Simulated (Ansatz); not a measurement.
Reaction (cleavage of the Al–Si bond): `OC1=NC[SiH]1[AlH2]` + `C/C=C/S` → `C/C=C\[S][AlH2]` + `OC1=NC[SiH2]1`

Computed with Ansatz on PBE0-D4/def2-TZVP structures; ΔE is electronic, products minus reactants. CBS: MP2 limit from def2 TZ/QZ plus the TZ coupled-cluster correction, frozen cores. Double bonds are as drawn, so ΔE can hold a change between cis and trans. DFT in def2-TZVPP. Each species was taken in one conformer, which may not be the lowest.

`OC1=NC[SiH]1[AlH2]`:

Z-matrix (Å, degrees):
```
C
Si 1 1.910
N 1 1.485 2 89.5
H 1 1.092 2 116.6 3 -113.8
H 1 1.092 2 118.2 3 114.3
Al 2 2.462 1 122.1 3 -109.4
C 2 1.885 1 69.9 3 1.6
H 2 1.496 1 115.8 3 109.3
H 6 1.587 2 120.1 1 139.0
H 6 1.588 2 120.2 1 -40.0
O 7 1.330 2 138.5 1 -179.4
H 11 0.970 7 107.3 2 178.0
```

`C/C=C/S`:

Cartesian coordinates in Å:
```
C -0.446 -1.409 -0.166
C -0.242 0.066 -0.224
C 0.676 0.717 0.482
S 1.013 2.432 0.501
H -0.308 -1.867 -1.151
H 0.252 -1.881 0.527
H -1.463 -1.656 0.156
H -0.895 0.626 -0.891
H 1.339 0.176 1.152
H 0.074 2.796 -0.387
```

`C/C=C\[S][AlH2]`:

```xyz
12

C    -0.503   -0.264    1.472
C     0.635   -0.442    0.532
C     1.153    0.481   -0.309
S     0.421    2.047   -0.706
Al   -0.602    0.342   -1.716
H    -0.112   -0.279    2.496
H    -1.222   -1.082    1.394
H    -1.016    0.683    1.311
H     1.173   -1.387    0.594
H     2.064    0.226   -0.846
H    -2.010   -0.114   -1.162
H     0.019   -0.211   -3.061
```

`OC1=NC[SiH2]1`:

Z-matrix (Å, degrees):
```
C
Si 1 1.893
N 1 1.490 2 89.0
H 1 1.092 2 117.7 3 113.7
H 1 1.092 2 117.7 3 -113.7
C 2 1.874 1 70.8 3 -0.0
H 2 1.488 1 119.3 3 -111.3
H 2 1.488 1 119.3 3 111.2
O 6 1.328 2 139.2 1 -180.0
H 9 0.970 6 107.3 2 -180.0
```

| level | ΔE (kJ/mol) |
| --- | --- |
| PBE-D4 | -99.4 |
| HF/def2-TZVPP | -97.8 |

(1) What does CCSD(T)/CBS give? (Best estimate.)

Largest T1 diagnostic among the species: 0.015.

Results:

(1) Computed: -111.8 kJ/mol. The listed levels differ from it by 12.4, 14.0 kJ/mol.

From PBE to PBE0 (25 % exact exchange), in def2-TZVPP and without D4, ΔE moves by −7.6 kJ/mol. In def2-TZVPP, CCSD(T) changes the Hartree–Fock value by −10.5 kJ/mol (the triples alone add −3.4 kJ/mol) and MP2 by −26.2 kJ/mol. The D4 term adds −8.3 kJ/mol with B3LYP and −4.0 kJ/mol with PBE0; it sums over pairs of atoms, weighted by their polarisabilities, and B3LYP, whose exchange is more repulsive, gets the larger term.

B3LYP here is the variant with VWN-RPA as its local correlation; programs differ in this.
